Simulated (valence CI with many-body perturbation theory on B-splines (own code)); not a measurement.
**Rh XIV: electric-dipole lines**

Computed by configuration interaction combined with many-body perturbation theory (CI+MBPT): four valence electrons over a frozen Dirac-Fock core [Ar] 3d10, a basis of 11 s, 11 p, 9 d, 7 f, 5 g, 2 h, 1 i functions for each j, with the one-electron correlation potential Σ1 (screened to all orders), the two-electron term Σ2, the three-electron term Σ3, Breit, model QED; selected single and double excitations, second order for the rest (own B-spline code, finite nucleus).

No measured levels were compared; by estimate levels hold to about 250 cm⁻¹ or 0.2 % of their energy and the worst to 1 %, as in measured heavy ions of charge 2 to 7; those with d or f electrons hold less well.

Lines 201 to 230 of 230 in falling wavelength, among levels below 880900 cm⁻¹, chosen from the strongest by gf and those to the six lowest levels. Wavelengths and rates use the calculated energies, so an error of 800 cm⁻¹ moves a line at 18.51 nm by 0.15 % and its rate by three times that or more. Electric multipoles are in the length gauge, E1 and E2 with the static RPA response of the core. Weak lines are less certain than strong ones. Lines between different terms over intervals too small for the method are left out, as are lines whose strength nearly cancels. The highest levels of a list are the least certain.

Names give the largest LS component (configuration and term), which can be under half, so a name can repeat, a term be missing and a line seem to break the LS rules; names also repeat where a configuration has a term twice. Letters in brackets count levels of one name in rising energy.

```tsv
λ vac (nm)	Upper	Lower	A (s⁻¹)	S (a.u.) with core polarisation	S without
18.51	4s.4p2.4d 3F_4 [b]	4s.4p3 3D°_3	1.69e+11	4.76e+00	5.16e+00
18.46	4s.4p2.4d 3F_2 [c]	4s.4p3 3D°_2	1.20e+10	1.87e-01	2.02e-01
18.43	4s.4p2.4d 3F_3 [c]	4s.4p3 3D°_2	1.07e+11	2.31e+00	2.50e+00
18.39	4s.4p2.4d 3G_3	4s.4p3 5S°_2	3.83e+07	8.22e-04	8.93e-04
18.34	4s.4p2.4d 3F_2 [c]	4s.4p3 3D°_1	8.46e+10	1.29e+00	1.39e+00
18.19	4s.4p2.4d 3D_2 [c]	4s.4p3 3D°_1	3.51e+10	5.21e-01	5.64e-01
18.11	4s.4p2.4d 3S_1	4s.4p3 3D°_2	1.53e+10	1.34e-01	1.46e-01
18.04	4s.4p2.4d 3P_2 [b]	4s.4p3 3D°_2	9.50e+09	1.38e-01	1.49e-01
18.00	4s.4p2.4d 3S_1	4s.4p3 3D°_1	9.47e+09	8.17e-02	8.88e-02
17.94	4s.4p2.4d 3F_2 [b]	4s.4p3 5S°_2	4.07e+09	5.80e-02	6.31e-02
17.77	4s2.4p.4d 1F°_3	4s2.4p2 3P_2	3.22e+10	6.25e-01	6.76e-01
17.71	4s2.4p.4d 3P°_1	4s2.4p2 3P_0	1.39e+09	1.15e-02	1.24e-02
17.63	4s.4p2.4d 3D_3 [a]	4s.4p3 5S°_2	6.87e+09	1.30e-01	1.41e-01
17.59	4s.4p2.4d 3D_1 [a]	4s.4p3 5S°_2	1.20e+09	9.67e-03	1.05e-02
17.50	4s2.4p.4d 1P°_1	4s2.4p2 3P_2	3.33e+07	2.64e-04	2.81e-04
17.39	4s.4p2.4d 3D_3 [b]	4s.4p3 5S°_2	3.25e+09	5.91e-02	6.40e-02
17.18	4s.4p2.4d 3D_2 [a]	4s.4p3 5S°_2	4.25e+08	5.32e-03	5.78e-03
17.14	4s.4p2.4d 3D_1 [b]	4s.4p3 5S°_2	6.72e+06	5.01e-05	5.42e-05
17.13	4s2.4p.4d 1P°_1	4s2.4p2 3P_1	2.06e+09	1.53e-02	1.66e-02
17.01	4s.4p2.4d 3D_1 [c]	4s.4p3 5S°_2	7.40e+05	5.40e-06	5.99e-06
16.93	4s.4p2.4d 3F_3 [b]	4s.4p3 5S°_2	9.06e+06	1.52e-04	1.69e-04
16.87	4s.4p2.4d 3D_2 [b]	4s.4p3 5S°_2	1.41e+08	1.67e-03	1.82e-03
16.68	4s.4p2.4d 3P_1 [b]	4s.4p3 5S°_2	9.98e+07	6.85e-04	7.48e-04
16.64	4s.4p2.4d 3F_2 [c]	4s.4p3 5S°_2	2.67e+08	3.04e-03	3.29e-03
16.61	4s.4p2.4d 3F_3 [c]	4s.4p3 5S°_2	1.93e+09	3.06e-02	3.30e-02
16.51	4s.4p2.4d 3D_2 [c]	4s.4p3 5S°_2	3.44e+06	3.82e-05	4.42e-05
16.35	4s.4p2.4d 3S_1	4s.4p3 5S°_2	4.36e+07	2.82e-04	3.09e-04
16.29	4s.4p2.4d 3P_2 [b]	4s.4p3 5S°_2	5.27e+08	5.63e-03	6.13e-03
16.28	4s.4p2.4d 3D_3 [c]	4s.4p3 5S°_2	1.07e+09	1.59e-02	1.73e-02
16.27	4s2.4p.4d 1P°_1	4s2.4p2 3P_0	1.08e+09	6.88e-03	7.49e-03
```
